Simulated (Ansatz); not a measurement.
The cluster Cd3Te4⁺. Total charge 1; doublet. Geometry PBE-D4/def2-SVP, that of the neutral singlet.

Cartesian coordinates in Å:
```
Cd -3.0978 0.1976 -0.4697
Cd 1.2412 1.3362 1.1905
Cd -0.2501 0.5505 -1.6541
Te 0.2160 3.0136 -0.6231
Te -0.3042 -1.9600 0.9749
Te 0.2496 -2.1310 -1.7368
Te 1.9453 -1.0068 2.3184
```

In the def2 sets Cd, Te take a core potential; there is no spin–orbit coupling. At PBE-D4/def2-TZVP the gap within one spin of the charge 1 doublet nearly closes, so an electron or hole may be smeared out by delocalisation error. The structure comes from a short search, and lower isomers may exist.

(1) Estimate the α-spin orbital energies around the gap (eV) in Ansatz with PBE-D4/def2-TZVP, r2SCAN-D4/def2-TZVP, PBE0-D4/def2-TZVP.

Results:

(1) 
```tsv
orbital	PBE-D4/def2-TZVP	r2SCAN-D4/def2-TZVP	PBE0-D4/def2-TZVP
HOMO−5	-10.29	-10.54	-11.16
HOMO−4	-10.08	-10.35	-11.01
HOMO−3	-9.59	-9.83	-10.44
HOMO−2	-9.30	-9.56	-10.20
HOMO−1	-9.18	-9.40	-10.03
HOMO	-9.13	-9.36	-9.97
LUMO	-7.10	-7.04	-6.39
LUMO+1	-6.66	-6.59	-6.04
LUMO+2	-6.39	-6.27	-5.64
LUMO+3	-6.30	-6.17	-5.53
LUMO+4	-5.52	-5.35	-4.91
LUMO+5	-5.25	-5.10	-4.61
β HOMO	-9.01	-9.17	-9.64
β LUMO	-8.90	-8.99	-8.62
```
